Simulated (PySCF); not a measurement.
# How methods differ on the excitation energy of Al

Al [Ne] 3s2 3p1 (2P) → Al [Ne] 3s1 3p2 (4P), as a difference of total energies. Computed with PySCF 2.14 in aug-cc-pwCVDZ (6s5p3d, 36 functions), with the non-relativistic Hamiltonian (point nucleus). Correlated levels: valence: [Ne] frozen. The calculations carry no spin-orbit coupling.

| method | excitation energy (eV) | error (eV) |
| --- | --- | --- |
| UHF | 2.415 | -1.183 |
| MP2 (valence) | 3.063 | -0.535 |
| SCS-MP2 (valence) | 3.321 | -0.277 |
| CCSD (valence) | 3.387 | -0.211 |
| CCSD(T) (valence) | 3.408 | -0.190 |
| CCSDT (valence) | 3.418 | -0.180 |

Reference: 3.598 eV (measured; NIST levels, between the centres of gravity of the two terms).

Errors of the correlated levels include the incompleteness of this basis and the frozen core.
